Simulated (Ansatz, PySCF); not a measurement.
Spin states of COOs (SMILES [O+]#[C-]->[Os]), each relaxed with B3LYP-D3(BJ)/def2-TZVP.
State 1 (charge 0, multiplicity 3):
```xyz
3

Os    -1.01183    -0.80836    -0.92362
O      0.85636     0.73018     0.75685
C      0.12230     0.12565     0.09655
```
State 2 (charge 0, multiplicity 5):
```xyz
3

Os    -1.0627    -0.8892    -0.9574
O      0.8945     0.6977     0.8107
C      0.1350     0.2390     0.0765
```

Singlets are restricted, other states unrestricted; no spin–orbit coupling, no relativity up to Kr; see below for the cores. The largest T1 diagnostic is 0.053.

Correlated levels freeze the inner cores; with def2 sets outer-core shells near the valence are correlated too.

Run with Ansatz (a quantum-chemistry and plane-wave program) with Gaussian orbitals; PySCF for the dispersion terms. Each number belongs to the level named beside it. In def2 rows elements past Kr take small-core potentials, without spin–orbit coupling.

```tsv
level	energy of the multiplicity-5 state less that of the multiplicity-3 state (kJ/mol)
SVWN5/def2-TZVPP	186.4
BLYP-D3(BJ)/def2-TZVPP	164.1
BLYP-D4/def2-TZVPP	164.2
r2SCANh/def2-TZVPP	93.2
PBE0/def2-TZVPP	117.3
PBE0-D3(BJ)/def2-TZVPP	117.3
CAM-B3LYP/def2-TZVPP	134.8
CAM-B3LYP-D3(BJ)/def2-TZVPP	134.8
B2PLYP-D3(BJ)/def2-TZVPP	?
```

**Question.** Some entries are withheld; supply them.

**Answer.** 
- B2PLYP-D3(BJ)/def2-TZVPP, energy of the multiplicity-5 state less that of the multiplicity-3 state (kJ/mol): 148.5
